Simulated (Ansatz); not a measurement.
Reaction (redistribution): `[OH][GeH2][C]#C[SiH3]` + `NC(=O)[SiH2]Cl` → `N[C](=O)[GeH2][OH]` + `[SiH3]C#C[SiH2]Cl`

Computed with Ansatz on PBE0-D4/def2-TZVP structures; ΔE is electronic, products minus reactants. CCSD(T)/CBS adds triple-zeta CCSD(T) − MP2 to the extrapolated MP2 energy (def2 sets, frozen cores). This one scheme is used for every species. Functionals use def2-TZVPP. For Ge outer-core shells are correlated without core-valence functions, which leaves a few kJ/mol of doubt a bond. Scalar relativity is left out up to krypton. Each species was taken in one conformer, which may not be the lowest.

Q: Is it downhill or uphill in electronic energy at CCSD(T)/CBS, and by how much? (An estimate is asked.)

A: Computed: Downhill: ΔE = -2.2 kcal/mol.

Q: What do these levels give: PBE-D4, r2SCAN-D4, PBE0-D4, ωB97X-V, ωB97M-V, B2PLYP, PBE, r2SCAN, SCS-MP2/def2-TZVPP, CCSD/def2-TZVPP, HF/CBS(def2), MP2/CBS(def2)? (An estimate is asked.)

A: Computed: PBE-D4 -2.8, r2SCAN-D4 -3.1, PBE0-D4 -2.5, ωB97X-V -2.0, ωB97M-V -2.3, B2PLYP -2.4, PBE -2.8, r2SCAN -3.1, SCS-MP2/def2-TZVPP -1.6, CCSD/def2-TZVPP -1.8, HF/CBS(def2) -1.2, MP2/CBS(def2) -2.3 kcal/mol.

Largest T1 diagnostic among the species: 0.015.
